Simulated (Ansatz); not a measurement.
One elementary step

Start structure (SnH₃F, closed shell), relaxed at PBE0-D4/def2-TZVP:

Sn1  (0.026, 0.122, -0.016)
F2  (-0.380, -1.744, 0.231)
H3  (0.574, 0.236, -1.622)
H4  (-1.445, 0.926, 0.265)
H5  (1.225, 0.461, 1.142)
(Å)

The step: SnH₃F ([F][SnH3]) → SnH₂ + HF; bonds formed: F2–H3; bonds broken: Sn1–F2, Sn1–H3. Program: Ansatz 0.2.0. Basis: def2-TZVPP and def2-QZVPP. Cores are frozen in the correlated methods. Filled d shells of the heavier atoms are correlated. Core potentials replace the inner electrons of the atoms past krypton. The def2 sets are not built for correlating such inner shells, so the correlated values are less sure here. Extrapolation: Hartree–Fock as exp(−7.88 √X), correlation as X^−2.97. Energies below are by CCSD(T) at an estimated basis limit (MP2 extrapolated from triple and quadruple zeta, plus CCSD(T) − MP2 in triple zeta).

(1) What are the electronic barrier and the energy of the step, from the start structure to the end structure? (Judge from chemistry; the value comes from the calculation.)

No T1 diagnostic of these runs exceeds 0.019. The restricted Hartree–Fock reference is unstable towards an unrestricted one at one or more of these structures.

## Answers

(1) Computed: Barrier 223.4 kJ/mol; step energy 109.9 kJ/mol (uphill); reverse barrier, their difference, 113.6 kJ/mol. Barrier and step energy count from the start structure, the reverse barrier from the end structure.

The saddle point: One imaginary mode of 1328i cm⁻¹.
```tsv
pair	start (Å)	saddle (Å)	end (Å)
F2–H3	2.88	1.35	0.92
Sn1–F2	1.93	2.17	2.60
Sn1–H3	1.70	1.77	3.05
```

Zero-point energy (harmonic, PBE0-D4): ZPE is 57.8 kJ/mol at the start and 49.8 kJ/mol at the saddle, so the barrier goes from 223.4 to 215.4 kJ/mol.

First-order rate constant out of the start structure at 898 K by transition-state theory, with harmonic vibrational free energies alone and no tunnelling: ΔA‡ = 215.3 kJ/mol, so k = (kB T/h) exp(−ΔA‡/kB T) ≈ 10^1 s⁻¹ (an order of magnitude at best: rotation, the number of equivalent paths and anharmonicity are left out).

Losses and insertions of silylenes and their heavier kin drive the gas-phase chemistry of silicon and germanium vapour deposition.

Labels in which every atom is bracketed show which atoms are joined, not bond orders.

For scale, one of the runs: CCSD(T)/def2-TZVPP, 123 basis functions, launched by `ansatz run in.yaml --threads 2 --pin off --events-out ev --progress --plain --max-ram 4352MiB`. Hardware: 2 CPU threads of an Arm Neoverse V1, shared host. Wall time 11 s; peak host memory 0.65 GiB.
